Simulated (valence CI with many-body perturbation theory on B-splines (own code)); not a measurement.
## Valence orbitals of Lu⁵⁶⁺

Calculated by configuration interaction combined with many-body perturbation theory (CI+MBPT): five valence electrons over a frozen Dirac-Fock core [Ne], a basis of 11 s, 11 p, 10 d, 8 f, 5 g, 2 h functions for each j, with the one-electron correlation potential Σ1, the two-electron term Σ2, the three-electron term Σ3, Breit, model QED; selected CI, second order for the rest, scaled by the run's own slope (own B-spline code, finite nucleus).

No measured spectrum was set against this ion. As an estimate, large intervals hold to a few tenths of a per cent, small ones and those within an open d or f shell to about a per cent. Among the levels kept, up to 3000 cm⁻¹ of a level comes from second order outside the variational space, and about a tenth of that is noise between levels of different J, which matters for small intervals.

These are the spectroscopic orbitals of the CI (the correlating ones are not listed), shaped by the core and the other valence electrons. h is the expectation value of the core's Dirac-Fock operator, without the valence repulsion; Σ1 is computed up to l = 3 at one energy for each symmetry, that of its lowest orbital but kept below the first core excitation, so for empty shells it is not the orbital's own correlation shift; Breit and QED include the response of the core.

```tsv
Orbital	h (hartree)	Σ1 (cm⁻¹)	Breit (cm⁻¹)	QED (cm⁻¹)	⟨r⟩ (bohr)
3s1/2	-237.39	-7187	40190	33496	0.1957
4s1/2	-129.07	-2405	15471	13331	0.3639
5s1/2	-80.89	-1100	7352	6496	0.5862
6s1/2	-55.387	-600	4104	3651	0.8605
7s1/2	-40.28	-364	2522	2253	1.187
8s1/2	-30.603	-238	1661	1488	1.567
3p1/2	-231.85	-9388	67403	1756	0.1843
4p1/2	-126.76	-3084	26058	717	0.3554
5p1/2	-79.727	-1416	12543	357	0.5798
6p1/2	-54.722	-775	7037	203	0.8565
7p1/2	-39.866	-471	4339	126	1.186
8p1/2	-30.328	-308	2865	83.8	1.567
3p3/2	-220.43	-7993	37269	4659	0.1952
4p3/2	-122.09	-2738	14479	1878	0.3700
5p3/2	-77.382	-1280	7701	933	0.5982
6p3/2	-53.383	-707	4345	531	0.8787
7p3/2	-39.03	-433	2690	330	1.212
8p3/2	-29.772	-285	1782	219	1.597
3d3/2	-213.83	-10017	30942	-921	0.1672
4d3/2	-119.54	-2809	11134	-289	0.3458
5d3/2	-76.13	-1252	5283	-130	0.5769
6d3/2	-52.674	-679	2943	-69.9	0.8603
7d3/2	-38.59	-412	1810	-42.1	1.196
3d5/2	-211.17	-8831	14839	497	0.1705
4d5/2	-118.4	-2466	5272	281	0.3499
5d5/2	-75.545	-1100	2573	156	0.5819
6d5/2	-52.335	-598	1437	93.2	0.8663
7d5/2	-38.377	-363	886	59.8	1.203
4f5/2	-117.02	-2373	1097	-174	0.3055
5f5/2	-74.853	-1155	748	-91.8	0.5398
6f5/2	-51.942	-651	465	-53.6	0.8262
7f5/2	-38.132	-403	309	-33.9	1.165
4f7/2	-116.53	-2246	324	84.6	0.3075
5f7/2	-74.601	-1087	219	40.2	0.5421
6f7/2	-51.795	-611	131	22.6	0.8289
7f7/2	-38.039	-379	86.9	14.0	1.168
5g7/2	-74.435		23.9	-41.9	0.4776
6g7/2	-51.701		23.7	-24.7	0.7651
7g7/2	-37.98		18.5	-15.8	1.105
5g9/2	-74.288		4.8	31.7	0.4790
6g9/2	-51.616		4.8	18.2	0.7667
7g9/2	-37.927		3.6	11.3	1.107
6h9/2	-51.587				0.6813
6h11/2	-51.531				0.6824
```

Among the shells of the start configuration 3s2 3p3, Σ1 is largest in size for 3p1/2, where it is 0.018 % of h.

Lowest root of each symmetry, sizes in configuration state functions:

```csv
J,Parity,Roots,Reference,Variational,Second order,Change by selected CI (cm⁻¹),Change by second order (cm⁻¹)
1/2,even,14,84,31997,675687,-17360,-551
3/2,even,21,135,31983,1200884,-20432,-843
5/2,even,18,147,31991,1551565,-20584,-1246
7/2,even,11,118,31987,1572564,-20025,-1670
9/2,even,6,80,32000,1293525,-20754,-1169
11/2,even,1,37,31996,393674,-18058,-552
13/2,even,1,15,31995,284360,-22213,-372
1/2,odd,19,88,31996,642069,-17964,-605
3/2,odd,29,145,31998,1277606,-16796,-1027
5/2,odd,27,153,31999,1600047,-16367,-1791
7/2,odd,20,129,31993,1806626,-17683,-2304
9/2,odd,11,83,31994,1429927,-17788,-1422
11/2,odd,4,43,32000,1117547,-19453,-1055
```
